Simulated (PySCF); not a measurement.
BiH₅, SMILES [BiH5]. The structure is a stationary point at PBE-D3(BJ)/def2-TZVP. The def2 effective core potentials stand for the cores of Bi; spin–orbit coupling is left out.

Computed with PBE-D3(BJ)/def2-TZVP run with PySCF 2.14.0.

Harmonic wavenumbers (cm⁻¹): 381, 381, 702, 702, 799, 939, 939, 1419, 1432, 1662, 1662, 1686. Rotational constants (GHz): 50.78, 41.84, 41.84; symmetry number 6.

Problem. Work out the zero-point energy and the ideal-gas rigid-rotor harmonic-oscillator thermochemistry at 298.15 K and 1 atm.

Solution. ZPE = ½ Σ hcν = ½ × 12706 cm⁻¹ = 18.16 kcal/mol. H − E(el) = 21.21 kcal/mol. Entropy in cal/(mol K): translation 41.99, rotation 15.27, vibration 3.17, total 60.43. G − E(el) = 3.19 kcal/mol. Cp = 14.48 cal/(mol K).
